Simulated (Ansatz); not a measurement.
The cluster B6N⁺. Total charge 1; triplet. Geometry B3LYP-D4/def2-SVP, that of the neutral doublet; atoms count from 1.

```xyz
7

N     1.1923    1.4656    0.9148
B    -1.6077   -0.7239   -1.2341
B    -0.9416    0.5433   -0.7234
B     0.5833   -1.2246    0.4486
B    -0.6090   -1.5950   -0.4668
B     0.1315    1.4064    0.1002
B     1.2512    0.1282    0.9608
```

At PBE0-D4/def2-TZVP a singlet of charge 1 lies 0.93 eV below the triplet at the same geometry. Another isomer (doublet) lies 0.19 eV lower at PBE0-D4/def2-TZVP; other spin states weren't run for this one.

Q: Estimate the Mulliken populations from the PBE0/def2-TZVP orbitals of Ansatz.

A: 
```tsv
atom	charge (e)	spin (α − β)
N1	0.15	0.03
B2	0.14	0.42
B3	0.06	0.45
B4	0.10	0.56
B5	0.23	0.32
B6	0.14	0.08
B7	0.18	0.13
```
Mulliken values depend strongly on the basis.

Q: Where does the spin sit?

A: Summed by element: N 0.03, B 1.97, of 2 unpaired in all. Largest on single atoms: B4 0.56, B3 0.45, B2 0.42.

Q: And the Mayer bond orders between heavy atoms (over 0.3)?

A: N1–B6 1.64 (1.34 Å); N1–B7 1.60 (1.34 Å); B2–B3 1.44 (1.52 Å); B2–B5 1.26 (1.53 Å); B3–B5 0.39 (2.18 Å); B3–B6 1.13 (1.60 Å); B4–B5 1.29 (1.55 Å); B4–B7 1.16 (1.59 Å); B6–B7 0.37 (1.90 Å).
